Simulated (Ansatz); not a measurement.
`[NH2][Ta](=[O])([F])[F]` + CH₄ → `[CH3][Ta]([NH2])(=[O])[F]` + H–F  (formal exchange of groups at a Ta–F bond)

Computed with Ansatz on PBE0-D4/def2-TZVP structures; ΔE is electronic, products minus reactants. CCSD(T)/CBS adds triple-zeta CCSD(T) − MP2 to the extrapolated MP2 energy (def2 sets, frozen cores). This one scheme is used for every species. DFT in def2-TZVPP. def2 core potentials past Kr. For Ta outer-core shells are correlated without core-valence functions, which leaves a few kJ/mol of doubt a bond. Each species was taken in one conformer, which may not be the lowest.

CCSD(T)/CBS gives +42.3 kcal/mol.

Question: Another level gave +45.9 kcal/mol. Which?
A. r2SCAN0/def2-TZVPP
B. PBE0/def2-TZVPP
C. BHLYP/def2-TZVPP
D. HF/def2-TZVPP

Answer: A. r2SCAN0 45.9, PBE0 44.7, BHLYP 47.6, HF/def2-TZVPP 48.9 kcal/mol.

Largest T1 diagnostic among the species: 0.020.

From PBE to PBE0 (25 % exact exchange), in def2-TZVPP and without D4, ΔE moves by −0.8 kcal/mol. The D4 term adds −1.4 kcal/mol with B3LYP and −0.8 kcal/mol with PBE0; it sums over pairs of atoms, weighted by their polarisabilities, and B3LYP, whose exchange is more repulsive, gets the larger term.

CCSD(T)/CBS has its own doubt, a few kJ/mol and more with outer-core shells, so smaller differences from it don't rank the levels.

B3LYP here is the variant with VWN-RPA as its local correlation; programs differ in this.
